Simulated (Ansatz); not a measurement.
Species: Si2H4 (charge +1, doublet). 
Structure (B3LYP-D3(BJ)/def2-TZVP (Ansatz, an electronic-structure program) minimum search):
```xyz
6

Si     0.0386     1.0708     0.7238
H     -0.4059     2.3333     0.0597
Si    -0.0046    -0.9769    -0.5656
H      0.8962    -0.5855    -1.6698
H     -1.4401    -1.0113    -0.9154
H      0.4745    -2.0515     0.3119
```
Charge +1, spin multiplicity 2.

Basis-set convergence of Hartree-Fock and MP2 correlation energies (hartree) with Ansatz. Cores are frozen in the correlated levels unless marked. UHF or UKS for open shells. No spin-orbit coupling. Non-relativistic.

```tsv
basis	functions	E(HF)	E(corr, MP2)
def2-SVP	56	-579.66613	-0.15849
def2-TZVPP	140	[?]	[?]
```

Q: Complete the blanks.

A: 
- def2-TZVPP, E(HF): -579.87327
- def2-TZVPP, E(corr, MP2): -0.19618
